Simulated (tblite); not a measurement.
Species: C₅H₅F₄Ga.
SMILES with atom numbers: `[CH2:1]=[CH:2][CH2:3][Ga:4]([F:5])[C:6]([F:7])=[C:8]([F:9])[F:10]` (hydrogens: H11, H12 on C1; H13 on C2; H14, H15 on C3)

Computed with GFN2-xTB (tblite), gas phase: L-BFGS steps from a force-field or distance-geometry start until the largest atomic force falls under 0.01 eV/Å.

At the end of the run (lengths in Å): Ga4–F5 1.753, Ga4–C6 2.051, C3–Ga4 2.057, C8–F10 1.318, C2–C3 1.493, C8–F9 1.362, C2–H13 1.085, C3–Ga4–C6 133.3°, Ga4–C6–F7 131.5°, C3–Ga4–F5 119.4°, C2–C3–Ga4 111.1°, C1–C2–C3–Ga4 14°, C2–C3–Ga4–F5 -117°, C3–Ga4–C6–F7 -69°, H14–C3–Ga4–F5 120°, H14–C3–C2–C1 137°.

**Question.** These geometries were met on the way; a selection of coordinates is given. Order them by energy above the end point, lowest first.
A. Ga4–F5 1.741, Ga4–C6 2.034, C3–Ga4 2.047, C8–F10 1.322, C2–C3 1.494, C8–F9 1.327, C2–H13 1.090, C3–Ga4–C6 131.5°, Ga4–C6–F7 115.8°, C3–Ga4–F5 117.0°, C2–C3–Ga4 118.7°, C1–C2–C3–Ga4 18°, C2–C3–Ga4–F5 -137°, C3–Ga4–C6–F7 -7°, H14–C3–Ga4–F5 98°, H14–C3–C2–C1 142°
B. Ga4–F5 1.845, Ga4–C6 2.079, C3–Ga4 2.073, C8–F10 1.315, C2–C3 1.450, C8–F9 1.320, C2–H13 1.113, C3–Ga4–C6 110.8°, Ga4–C6–F7 121.6°, C3–Ga4–F5 102.6°, C2–C3–Ga4 122.3°, C1–C2–C3–Ga4 6°, C2–C3–Ga4–F5 -167°, C3–Ga4–C6–F7 -37°, H14–C3–Ga4–F5 69°, H14–C3–C2–C1 122°
C. Ga4–F5 1.981, Ga4–C6 2.166, C3–Ga4 1.975, C8–F10 1.372, C2–C3 1.495, C8–F9 1.371, C2–H13 1.054, C3–Ga4–C6 108.8°, Ga4–C6–F7 120.2°, C3–Ga4–F5 102.4°, C2–C3–Ga4 122.8°, C1–C2–C3–Ga4 2°, C2–C3–Ga4–F5 -168°, C3–Ga4–C6–F7 -42°, H14–C3–Ga4–F5 65°, H14–C3–C2–C1 124°
D. Ga4–F5 1.726, Ga4–C6 2.003, C3–Ga4 2.022, C8–F10 1.333, C2–C3 1.497, C8–F9 1.342, C2–H13 1.081, C3–Ga4–C6 116.0°, Ga4–C6–F7 120.6°, C3–Ga4–F5 104.8°, C2–C3–Ga4 126.2°, C1–C2–C3–Ga4 11°, C2–C3–Ga4–F5 -163°, C3–Ga4–C6–F7 -27°, H14–C3–Ga4–F5 76°, H14–C3–C2–C1 125°
E. Ga4–F5 1.743, Ga4–C6 2.054, C3–Ga4 2.060, C8–F10 1.327, C2–C3 1.494, C8–F9 1.339, C2–H13 1.093, C3–Ga4–C6 123.5°, Ga4–C6–F7 114.4°, C3–Ga4–F5 110.7°, C2–C3–Ga4 122.6°, C1–C2–C3–Ga4 13°, C2–C3–Ga4–F5 -153°, C3–Ga4–C6–F7 -16°, H14–C3–Ga4–F5 87°, H14–C3–C2–C1 130°

**Answer.** A (0.176 eV), E (0.283 eV), D (0.461 eV), B (0.740 eV), C (1.280 eV).

| step | E above end (eV) | rms distance from the end, all atoms (Å) | largest force (eV/Å) | rms shift of all bonds from the end (Å) |
| --- | --- | --- | --- | --- |
| 26 | 0.176 | 0.559 | 0.311 | 0.012 |
| 15 | 0.283 | 0.605 | 0.293 | 0.009 |
| 6 | 0.461 | 0.639 | 0.780 | 0.019 |
| 2 | 0.740 | 0.657 | 1.346 | 0.033 |
| 0 | 1.280 | 0.672 | 2.774 | 0.074 |

Rows stand in the order of the answer.
